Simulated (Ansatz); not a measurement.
Total energies of Li₃Se⁺ (the lowest singlet isomer of a short search) from Ansatz at PBE-D4/def2-TZVP, gas phase (1 Eh = 27.2114 eV = 2625.5 kJ/mol). The reference geometry is relaxed at r2SCAN-D4/def2-TZVP.

```tsv
atom	x (Å)	y (Å)	z (Å)
Li1	2.205	0.613	-0.167
Li2	-0.814	-0.820	1.982
Li3	-1.393	0.219	-1.811
Se4	0.003	-0.011	-0.004
```

```csv
state,geometry,energy (Eh)
charge 1 singlet,reference,-2423.63142
charge 0 doublet,reference,-2423.77092
charge 1 triplet,relaxed at r2SCAN-D4/def2-TZVP,-2423.51800
charge 1 quintet,relaxed at r2SCAN-D4/def2-TZVP,-2423.39466
```

Work out the vertical electron affinity, to the doublet.

E(charge 1 singlet) − E(charge 0 doublet) = -2423.63142 − (-2423.77092) = 0.13950 Eh = 3.80 eV.

Which of the charge 1 states is lowest, and how far above it are the others?

The singlet. triplet: -2423.51800 − (-2423.63142) = 0.11342 Eh = 297.8 kJ/mol; quintet: -2423.39466 − (-2423.63142) = 0.23676 Eh = 621.6 kJ/mol. The triplet differs in its bonds from the reference. The quintet differs in its bonds from the reference.

The structure comes from a short search, and lower isomers may exist.
